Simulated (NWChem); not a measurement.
Program: NWChem. System: C4H5F, charge 0, spin multiplicity 1, at a geometry optimised with B3LYP/def2-SVP. The structure started from a generated list of species. Level: RHF/def2-TZVP.

Output (cleaned and shortened):

```
             Northwest Computational Chemistry Package (NWChem) 7.3.0
             --------------------------------------------------------

                                NWChem Input Module
                                -------------------

 Scaling coordinates for geometry "geometry" by  1.889725989
 (inverse scale =  0.529177249)

 Turning off AUTOSYM since
 SYMMETRY directive was detected!

                             Geometry "geometry" -> ""
                             -------------------------

 Output coordinates in angstroms (scale by  1.889725989 to convert to a.u.)

  No.       Tag          Charge          X              Y              Z
 ---- ---------------- ---------- -------------- -------------- --------------
    1 F                    9.0000    -0.11307200     1.84341600     0.00000000
    2 C                    6.0000    -0.09202900     0.51651900     0.00000000
    3 C                    6.0000    -1.04707100    -0.42102500     0.00000000
    4 C                    6.0000    -0.00569300    -1.53502400     0.00000000
    5 C                    6.0000     1.09148400    -0.40765900     0.00000000
    6 H                    1.0000    -2.13707500    -0.40950500     0.00000000
    7 H                    1.0000     0.00707600    -2.17563800    -0.89723400
    8 H                    1.0000     0.00707600    -2.17563800     0.89723400
    9 H                    1.0000     1.73021200    -0.37341400    -0.89787700
   10 H                    1.0000     1.73021200    -0.37341400     0.89787700

 Effective nuclear repulsion energy (a.u.)     165.4479644054

            Nuclear Dipole moment (a.u.)
            ----------------------------
        X                 Y               Z
 ---------------- ---------------- ----------------
    -0.0000018897     0.0000018897     0.0000000000

      Symmetry information
      --------------------

 Group name             Cs
 Group number              2
 Group order               2
 No. of unique centers     8

      Symmetry unique atoms

     1    2    3    4    5    6    7    9


 Summary of "ao basis" -> "" (spherical)
 ------------------------------------------------------------------------------
       Tag                 Description            Shells   Functions and Types
 ---------------- ------------------------------  ------  ---------------------
 *                         def2-tzvp                  on all atoms

 Summary of "ao basis" -> "ao basis" (spherical)
[...]
    68     -0.175390   3 C  px               71     -0.152283   3 C  px

 Vector   19  Occ=2.000000D+00  E=-3.560868D-01  Symmetry=a"
              MO Center= -4.4D-01, -1.1D-01, -4.2D-15, r^2= 2.2D+00
   Bfn.  Coefficient  Atom+Function         Bfn.  Coefficient  Atom+Function
  ----- ------------  ---------------      ----- ------------  ---------------
    70      0.271178   3 C  pz               73      0.266552   3 C  pz
    42      0.258633   2 C  pz               39      0.250966   2 C  pz
    76      0.206642   3 C  pz

 Vector   20  Occ=0.000000D+00  E= 1.468722D-01  Symmetry=a'
              MO Center=  9.3D-01, -1.4D+00, -4.6D-15, r^2= 7.2D+00
   Bfn.  Coefficient  Atom+Function         Bfn.  Coefficient  Atom+Function
  ----- ------------  ---------------      ----- ------------  ---------------
    98      4.239565   4 C  s               129      3.338343   5 C  s
    67     -1.873374   3 C  s               164     -1.649826   7 H  s
   170     -1.649826   8 H  s               176     -1.624425   9 H  s
   182     -1.624425  10 H  s                36     -0.972283   2 C  s
   137      0.675541   5 C  py               74     -0.666197   3 C  px

 Vector   21  Occ=0.000000D+00  E= 1.650163D-01  Symmetry=a"
              MO Center= -2.3D-01, -2.5D-01, -5.7D-13, r^2= 4.6D+00
   Bfn.  Coefficient  Atom+Function         Bfn.  Coefficient  Atom+Function
  ----- ------------  ---------------      ----- ------------  ---------------
   176     -1.036665   9 H  s               182      1.036665  10 H  s
    76      0.967045   3 C  pz              138     -0.609355   5 C  pz
    45     -0.562303   2 C  pz              107     -0.503889   4 C  pz
   164     -0.470021   7 H  s               170      0.470021   8 H  s
    42     -0.272419   2 C  pz               39     -0.254465   2 C  pz

 Vector   22  Occ=0.000000D+00  E= 1.685334D-01  Symmetry=a'
              MO Center=  5.2D-01, -1.1D+00, -5.7D-15, r^2= 9.0D+00
   Bfn.  Coefficient  Atom+Function         Bfn.  Coefficient  Atom+Function
  ----- ------------  ---------------      ----- ------------  ---------------
   129     -9.819700   5 C  s                98      9.727599   4 C  s
    36      3.439937   2 C  s                67     -2.394283   3 C  s
   106      1.877522   4 C  py               74     -1.860589   3 C  px
   176      1.830662   9 H  s               182      1.830662  10 H  s
   164     -1.611527   7 H  s               170     -1.611527   8 H  s

 center of mass
 --------------
 x =  -0.03777295 y =   0.19162806 z =   0.00000000

 moments of inertia (a.u.)
 ------------------
         402.302939500364          17.070331697524           0.000000000000
          17.070331697524         148.746125647346           0.000000000000
           0.000000000000           0.000000000000         527.854006951146

  Mulliken analysis of the total density
  --------------------------------------

    Atom       Charge   Shell Charges
 -----------   ------   -------------------------------------------------------
    1 F    9     9.27   0.77  1.20  0.59  1.01  0.34  2.24  2.27  0.82  0.00  0.02  0.00
    2 C    6     5.74   0.86  1.12  0.51  0.47  0.12  1.16  1.19  0.12  0.04  0.13  0.02
    3 C    6     6.25   0.85  1.12  0.49  0.58  0.16  1.23  1.33  0.39  0.02  0.06  0.01
    4 C    6     6.10   0.85  1.12  0.46  0.69 -0.00  1.22  1.35  0.29  0.02  0.08  0.01
    5 C    6     6.17   0.85  1.12  0.46  0.71 -0.02  1.23  1.36  0.34  0.02  0.08  0.01
    6 H    1     0.86   0.26  0.49  0.09  0.02
    7 H    1     0.91   0.26  0.50  0.12  0.02
    8 H    1     0.91   0.26  0.50  0.12  0.02
    9 H    1     0.90   0.26  0.50  0.11  0.02
   10 H    1     0.90   0.26  0.50  0.11  0.02

       Multipole analysis of the density wrt the origin
       ------------------------------------------------

     L   x y z        total         open         nuclear
     -   - - -        -----         ----         -------
     0   0 0 0     -0.000000      0.000000     38.000000

     1   1 0 0      0.109868      0.000000     -0.000002
     1   0 1 0     -0.646099      0.000000      0.000002
     1   0 0 1      0.000000      0.000000      0.000000

     2   2 0 0    -20.347562      0.000000     87.300755
     2   1 1 0      0.291107      0.000000     -9.217640
     2   1 0 1      0.000000      0.000000      0.000000
     2   0 2 0    -23.900476      0.000000    208.179642
     2   0 1 1      0.000000      0.000000      0.000000
     2   0 0 2    -22.074660      0.000000     11.507483

 Task  times  cpu:       49.2s     wall:       49.2s

 Total times  cpu:       49.2s     wall:       49.2s
```

Task: Write an NWChem input that would produce this output.

Result: Several could match; the one computed here: 
```
start mol
memory heap 200 mb stack 800 mb global 1000 mb
geometry units angstroms nocenter noautoz
  F     -0.113072     1.843416     0.000000
  C     -0.092029     0.516519     0.000000
  C     -1.047071    -0.421025     0.000000
  C     -0.005693    -1.535024     0.000000
  C      1.091484    -0.407659     0.000000
  H     -2.137075    -0.409505     0.000000
  H      0.007076    -2.175638    -0.897234
  H      0.007076    -2.175638     0.897234
  H      1.730212    -0.373414    -0.897877
  H      1.730212    -0.373414     0.897877
  symmetry group Cs
end
basis spherical
  * library def2-tzvp
end
scf
  rhf
  nopen 0
  maxiter 100
  thresh 1e-7
  semidirect memsize 60000000 filesize 0
end
task scf energy
```
